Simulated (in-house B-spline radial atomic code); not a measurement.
The numbers below are computed, except where a source is named.
Sb in an electron gas of r_s = 2.67: phase shifts, screening, friction and resistivity

A nucleus sits in a uniform electron gas with a rigid positive background. The Kohn-Sham equations are solved self-consistently in the spin-unpolarised LDA (PW92), non-relativistic, on B-splines with outgoing waves at the boundary and partial waves to l = 8. The model has no lattice, no bands and no magnetic solution. Atomic units; δ_l are the phase shifts at the Fermi level, counted so that each bound state adds π, and good to about 0.0005.

The density parameter is r_s = 2.67 bohr, near that of the valence electrons of Cu (1 per atom, density 8.96 g/cm³, mass 63.55 u, which gives r_s = 2.67).

```tsv
l	δ_l (rad)
0	13.7052
1	11.0124
2	6.5919
3	0.0517
4	0.0052
5	0.0007
6	0.0002
7	0.0002
8	0.0002
```

Bound levels below the band bottom (hartree): d -18.88, s -4.71, p -3.307, d -0.9614, s -0.168 and deeper ones.

Problem. Check the Friedel sum rule, and say where the screening charge sits.

Solution. k_F = (9π/4)^(1/3)/r_s = 0.71879. The rule is Z = (2/π) Σ (2l + 1) δ_l. The terms are s 8.725, p 21.032, d 20.983, f 0.230 and 0.040 beyond, in all 51.011 against Z = 51. Bound states hold 10 s, 18 p, 20 d electrons, so the scattering states carry 3.01 in all; where a term is smaller than its bound count, the bound level has drawn weight out of the band.

Problem. Find the transport cross section and the electronic stopping of a 5 keV Sb ion (mass 121.76 u).

Solution. σ_tr = (4π/k_F²) Σ (l + 1) sin²(δ_l − δ_(l+1)). The terms for l = 0 to 3 are 0.1883, 1.8344, 0.1938, 0.0086, all together 2.2252, so σ_tr = 24.323 × 2.2252 = 54.123 bohr². With n = 3/(4π r_s³) = 0.01254, the friction coefficient is Q = n k_F σ_tr = 0.4879. For v well below v_F = 0.719, dE/dx = Q v; with 24801 eV per u at v = 1, v = √(5000/(24801 × 121.76)) = 0.0407, so dE/dx = 0.01985 hartree/bohr = 10.2 eV/nm. The largest term couples the p and d waves.

Problem. What residual resistivity would 1 atomic per cent of such centres give in Cu?

Solution. Δρ = k_F n_i σ_tr/n in atomic units of 21.74 μΩ·cm. With one host atom per 1 electron, n_i/n = 0.01/1, so Δρ = 0.7188 × 0.01000 × 54.123 × 21.74 = 8.46 μΩ·cm. This is an atom added to the gas, as on an interstitial site.

Problem. On a substitutional site the background of one host ion, a sphere holding 1 charge, is taken out. The phase shifts for l = 0 to 4 become 13.5762, 10.7642, 6.4755, 0.0366, 0.0041. What follows?

Solution. The Friedel sum is now 50.01, for Z − 1 = 50. The sum in σ_tr is 1.8431, so σ_tr = 44.83 bohr² and Δρ = 7.01 μΩ·cm per atomic per cent, 0.83 times the value above. A real host ion scatters too, so this model doesn't give zero even for the host's own atom.
